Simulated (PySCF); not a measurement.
Geometry:
| atom | x (Å) | y (Å) | z (Å) |
| --- | --- | --- | --- |
| C1 | 2.998 | 1.297 | -1.356 |
| Si2 | 2.615 | -0.314 | -0.489 |
| N3 | 1.737 | -0.066 | 1.004 |
| Si4 | 0.257 | -0.818 | 1.511 |
| C5 | -1.264 | -0.006 | 0.746 |
| C6 | -2.669 | -0.644 | 0.869 |
| C7 | -2.954 | -0.241 | -0.589 |
| C8 | -1.428 | -0.105 | -0.803 |
| C9 | -0.909 | 0.985 | -1.607 |
| N10 | -0.480 | 1.874 | -2.213 |
| H11 | 2.071 | 1.822 | -1.635 |
| H12 | 3.581 | 1.110 | -2.272 |
| H13 | 3.597 | 1.958 | -0.709 |
| H14 | 3.896 | -1.056 | -0.247 |
| H15 | 1.731 | -1.187 | -1.323 |
| H16 | 2.136 | 0.606 | 1.654 |
| H17 | 0.158 | -0.737 | 3.002 |
| H18 | 0.234 | -2.251 | 1.075 |
| H19 | -1.304 | 1.057 | 1.038 |
| H20 | -3.335 | -0.247 | 1.647 |
| H21 | -2.615 | -1.739 | 0.984 |
| H22 | -3.485 | -0.951 | -1.239 |
| H23 | -3.445 | 0.740 | -0.652 |
| H24 | -1.003 | -1.048 | -1.186 |

Geometry: PBE0-D3(BJ)/def2-SVP; GIAO shifts from PySCF 2.14.0 with density-fitted response routines, gas phase, non-relativistic, averaged over equivalent atoms.

At wB97X-D/pcSseg-1 (254 basis functions, 2.4 min wall time on 1 thread of an Arm Neoverse N1, shared host):
| atoms | δ (ppm) |
| --- | --- |
| C9 | 129.5 |
| C5 | 30.8 |
| C7 | 30.1 |
| C8 | 24.6 |
| C6 | 20.1 |
| C1 | -0.8 |
| Si2 | -22.5 |
| Si4 | -24.5 |
| N10 | 300.8 |
| N3 | 11.3 |
| H14 | 4.81 |
| H15 | 4.58 |
| H17 | 4.57 |
| H18 | 4.54 |
| H24 | 2.63 |
| H23 | 2.34 |
| H22 | 2.13 |
| H19 | 1.82 |
| H21 | 1.62 |
| H20 | 1.56 |
| H11/H12/H13 | 0.57 |
| H16 | -0.32 |

δ = σ(ref) − σ, references computed at the same level: $^{13}$C (σref 184.54) and $^{29}$Si (σref 352.93) and $^{1}$H (σref 31.38) against TMS; NH3 for $^{15}$N (σref 263.98).

Question: Estimate the result of repeating the calculation with PBE0/pcSseg-1.

Answer: 
| atoms | δ at PBE0/pcSseg-1 | change |
| --- | --- | --- |
| C9 | 128.7 | -0.8 |
| C5 | 31.9 | +1.1 |
| C7 | 30.5 | +0.4 |
| C8 | 25.6 | +1.0 |
| C6 | 20.6 | +0.5 |
| C1 | -0.8 | +0.0 |
| Si2 | -21.9 | +0.6 |
| Si4 | -24.6 | -0.1 |
| N10 | 302.9 | +2.1 |
| N3 | 14.1 | +2.8 |
| H14 | 4.92 | +0.11 |
| H15 | 4.64 | +0.06 |
| H17 | 4.67 | +0.10 |
| H18 | 4.61 | +0.07 |
| H24 | 2.74 | +0.11 |
| H23 | 2.38 | +0.04 |
| H22 | 2.17 | +0.04 |
| H19 | 1.95 | +0.13 |
| H21 | 1.68 | +0.06 |
| H20 | 1.57 | +0.01 |
| H11/H12/H13 | 0.58 | +0.01 |
| H16 | -0.31 | +0.01 |

Chemical shifts δ = σref − σ; $^{13}$C (184.41 ppm) and $^{29}$Si (351.99 ppm) and $^{1}$H (31.27 ppm) against TMS; $^{15}$N (265.67 ppm) against NH3, all at this level.

The largest change is at N3 (nitrogen bonded to 2 Si, H). Cost: 254 basis functions, 2.3 min wall time on 1 thread of an Arm Neoverse N1, shared host. The order of the carbon signals is the same at both levels.

Experimental scales use liquid or dissolved standards, which lie at an offset from isolated NH3 (liquid NH3: subtract about 20 ppm). Unscaled 15N shifts of sp2 nitrogen come out 20 to 40 ppm too high even then.
